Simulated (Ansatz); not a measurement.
`[SiH3][SiH2][N]([SiH3])[GeH3]`. Charge 0, multiplicity 1. All single points use the PBE0-D4/def2-TZVP geometry. It is one conformer, not always the lowest.

```xyz
16

Si    2.547    0.062    0.658
Si    0.804   -0.878   -0.598
N    -0.712   -0.096   -0.287
Si   -1.447    0.906   -1.489
Ge   -1.533   -0.304    1.362
H     2.213    0.014    2.109
H     3.823   -0.673    0.444
H     2.745    1.487    0.277
H     0.719   -2.338   -0.304
H     1.097   -0.715   -2.052
H    -2.646    1.543   -0.878
H    -0.517    1.972   -1.952
H    -1.872    0.124   -2.681
H    -0.687   -1.322    2.143
H    -2.963   -0.826    1.151
H    -1.570    1.045    2.099
```

What is the dipole moment at ωB97M-V/def2-TZVPP? (An estimate is asked.)

Ansatz gave: 0.84 D, with components (-0.51, -0.21, 0.64) D in this frame, pointing from negative to positive charge.

And with PBE, r2SCAN, B3LYP? (Estimate.)

The calculation gave: PBE 0.80 D, r2SCAN 0.82 D, B3LYP 0.80 D.

Give the Mulliken charges with ωB97M-V, B3LYP, PBE in def2-TZVPP. (Best estimate.)

Ansatz gave: 
| atom | ωB97M-V | B3LYP | PBE |
| --- | --- | --- | --- |
| Si1 | 0.04 | 0.14 | 0.09 |
| Si2 | 0.18 | 0.28 | 0.22 |
| N3 | -0.46 | -0.39 | -0.30 |
| Si4 | 0.22 | 0.31 | 0.24 |
| Ge5 | 0.11 | 0.18 | 0.16 |
| H6 | -0.02 | -0.06 | -0.04 |
| H7 | -0.02 | -0.06 | -0.04 |
| H8 | -0.02 | -0.06 | -0.04 |
| H9 | -0.02 | -0.07 | -0.06 |
| H10 | -0.02 | -0.07 | -0.05 |
| H11 | -0.03 | -0.07 | -0.05 |
| H12 | -0.03 | -0.07 | -0.06 |
| H13 | -0.03 | -0.07 | -0.06 |
| H14 | 0.04 | 0.01 | 0.01 |
| H15 | 0.03 | 0.00 | 0.00 |
| H16 | 0.02 | 0.00 | -0.01 |

B3LYP here is the variant with VWN-RPA as its local correlation; programs differ in this.
